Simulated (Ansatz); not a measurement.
A structure relaxed at PBE0-D4/def2-TZVP, charge 0, multiplicity 1:

Cartesian coordinates in Å:
```
Br 1.4718 0.5631 -0.9011
B -0.1324 0.0997 -0.0139
Br -0.2632 -1.4730 1.0277
H -1.0762 0.8103 -0.1127
```

**Question.** Give its formula and SMILES.

**Answer.** BBr2H, `BrBBr`.

**Question.** Point group (tolerance 0.08 Å, 0.16 Å for H)?

**Answer.** C2v.

**Question.** Summarise the bond lengths by kind.

**Answer.** 2 × B–Br 1.891 Å; 1 × B–H 1.186 Å.

Computed with Ansatz.
